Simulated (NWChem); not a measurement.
System: C₆H₆; SMILES C1C=CC(C=1)=C

NWChem printed, in part:

```
             Northwest Computational Chemistry Package (NWChem) 7.3.0
             --------------------------------------------------------

 C2V symmetry detected

                             Geometry "geometry" -> ""
                             -------------------------

 Output coordinates in angstroms (scale by  1.889725989 to convert to a.u.)

  No.       Tag          Charge          X              Y              Z
 ---- ---------------- ---------- -------------- -------------- --------------
    1 C                    6.0000     0.00000000     0.00000000    -2.10158910
    2 C                    6.0000     0.00000000     0.00000000    -0.75664510
    3 C                    6.0000     0.00000000    -1.17721400     0.12381990
    4 C                    6.0000     0.00000000    -0.73481500     1.40372690
    5 C                    6.0000     0.00000000     0.73481500     1.40372690
    6 C                    6.0000     0.00000000     1.17721400     0.12381990
    7 H                    1.0000     0.00000000     0.93441700    -2.66966210
    8 H                    1.0000     0.00000000    -0.93441700    -2.66966210
    9 H                    1.0000     0.00000000    -2.21045700    -0.22281810
   10 H                    1.0000     0.00000000    -1.35422800     2.30190190
   11 H                    1.0000     0.00000000     1.35422800     2.30190190
   12 H                    1.0000     0.00000000     2.21045700    -0.22281810

 Effective nuclear repulsion energy (a.u.)     200.6074778402

      Symmetry information
      --------------------

 Group name             C2v
 Group number             16
 Group order               4
 No. of unique centers     7

                                Z-matrix (autoz)
                                --------

 Units are Angstrom for bonds and degrees for angles

[...]

      ----------------------
      Optimization converged
      ----------------------

  Step       Energy      Delta E   Gmax     Grms     Xrms     Xmax
  ---- ---------------- -------- -------- -------- -------- --------
@    3    -231.71753296 -2.6D-07  0.00004  0.00001  0.00025  0.00076
                                     ok       ok       ok       ok

                                Z-matrix (autoz)
                                --------

 Units are Angstrom for bonds and degrees for angles

[...]

 Rotational Constants
 --------------------
 A=   0.270919 cm-1  (  0.389783 K)
 B=   0.125235 cm-1  (  0.180181 K)
 C=   0.085645 cm-1  (  0.123221 K)

 Temperature                      =   298.15K
 frequency scaling parameter      =   1.0000

 Zero-Point correction to Energy  =   59.728 kcal/mol  (  0.095183 au)
 Thermal correction to Energy     =   62.915 kcal/mol  (  0.100262 au)
 Thermal correction to Enthalpy   =   63.507 kcal/mol  (  0.101206 au)

 Total Entropy                    =   70.282 cal/mol-K
   - Translational                =   38.962 cal/mol-K (mol. weight =  78.0469)
   - Rotational                   =   24.433 cal/mol-K (symmetry #  =        2)
   - Vibrational                  =    6.888 cal/mol-K

 Cv (constant volume heat capacity) =   19.794 cal/mol-K
   - Translational                  =    2.979 cal/mol-K
   - Rotational                     =    2.979 cal/mol-K
   - Vibrational                    =   13.835 cal/mol-K

[normal modes left out]

 ----------------------------------------------------------------------------
 Normal Eigenvalue ||           Projected Infra Red Intensities
  Mode   [cm**-1]  || [atomic units] [(debye/angs)**2] [(KM/mol)] [arbitrary]
 ------ ---------- || -------------- ----------------- ---------- -----------
    1       -0.000 ||    0.000000           0.000         0.000       0.000
    2       -0.000 ||    0.000049           0.001         0.048       0.083
    3       -0.000 ||    0.000091           0.002         0.089       0.154
    4        0.000 ||    0.000049           0.001         0.048       0.083
    5        0.000 ||    0.000041           0.001         0.040       0.070
    6        0.000 ||    0.000011           0.000         0.011       0.019
    7      207.283 ||    0.004075           0.094         3.973       6.892
    8      333.537 ||    0.000536           0.012         0.522       0.906
    9      476.138 ||    0.000000           0.000         0.000       0.000
   10      629.301 ||    0.035033           0.808        34.152      59.245
   11      658.611 ||    0.000133           0.003         0.130       0.226
   12      670.635 ||    0.000000           0.000         0.000       0.000
   13      751.982 ||    0.000000           0.000         0.000       0.000
   14      772.986 ||    0.035758           0.825        34.859      60.472
   15      776.844 ||    0.001223           0.028         1.192       2.067
   16      891.833 ||    0.006712           0.155         6.544      11.351
   17      900.848 ||    0.004188           0.097         4.083       7.083
   18      920.635 ||    0.000000           0.000         0.000       0.000
   19      922.252 ||    0.028691           0.662        27.970      48.521
   20      928.083 ||    0.002278           0.053         2.221       3.852
   21      998.553 ||    0.001910           0.044         1.862       3.231
   22     1048.997 ||    0.001584           0.037         1.544       2.678
   23     1053.694 ||    0.011531           0.266        11.241      19.501
   24     1204.373 ||    0.000230           0.005         0.224       0.389
   25     1301.374 ||    0.000148           0.003         0.145       0.251
   26     1320.759 ||    0.025480           0.588        24.839      43.090
   27     1389.558 ||    0.000002           0.000         0.002       0.004
   28     1505.117 ||    0.025204           0.581        24.570      42.623
   29     1580.050 ||    0.000010           0.000         0.010       0.017
   30     1663.127 ||    0.002550           0.059         2.486       4.312
   31     3076.277 ||    0.003415           0.079         3.329       5.774
   32     3141.839 ||    0.003271           0.075         3.188       5.531
   33     3152.212 ||    0.005753           0.133         5.609       9.730
   34     3170.674 ||    0.007764           0.179         7.569      13.130
   35     3175.183 ||    0.002225           0.051         2.169       3.763
   36     3177.703 ||    0.002928           0.068         2.854       4.951
 ----------------------------------------------------------------------------
```

Level: PBE/def2-SVP. 

### Question
Reconstruct the input file.

### Answer
Several could match; the one computed here: the input that was run:
```
start job
memory heap 200 mb stack 900 mb global 1100 mb
geometry units angstroms
  C      0.000000     0.000000    -2.101512
  C      0.000000     0.000000    -0.756568
  C      0.000000    -1.177214     0.123897
  C      0.000000    -0.734815     1.403804
  C      0.000000     0.734815     1.403804
  C      0.000000     1.177214     0.123897
  H      0.000000     0.934417    -2.669585
  H      0.000000    -0.934417    -2.669585
  H      0.000000    -2.210457    -0.222741
  H      0.000000    -1.354228     2.301979
  H      0.000000     1.354228     2.301979
  H      0.000000     2.210457    -0.222741
end
basis spherical
  * library def2-svp
end
dft
  xc xpbe96 cpbe96
  iterations 150
end
driver
  maxiter 120
end
task dft optimize
task dft freq
```
